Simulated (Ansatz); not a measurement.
Program: Ansatz. Geometries: PBE0-D4/def2-TZVP. ΔE: electronic, gas phase. CBS: MP2 limit from def2 TZ/QZ plus the TZ coupled-cluster correction, frozen cores. This one scheme is used for every species. Functionals use def2-TZVPP. Each species was taken in one conformer, which may not be the lowest.

`CCCCCCCC=O` + H–F → `CCCCF` + `CCCC=O`  (substitution at a C–C bond)

| level | ΔE (kcal/mol) |
| --- | --- |
| r2SCAN | 4.2 |
| MP2/CBS(def2) | 11.7 |

Q: What does CCSD(T)/CBS give? (An estimate is asked.)

A: Computed: +9.2 kcal/mol. The listed levels differ from it by -5.0, 2.5 kcal/mol.

Largest T1 diagnostic among the species: 0.012.

In def2-TZVPP, CCSD(T) changes the Hartree–Fock value by +7.7 kcal/mol (the triples alone add +0.8 kcal/mol) and MP2 by +10.2 kcal/mol. From PBE to PBE0 (25 % exact exchange), in def2-TZVPP and without D4, ΔE moves by +1.2 kcal/mol.
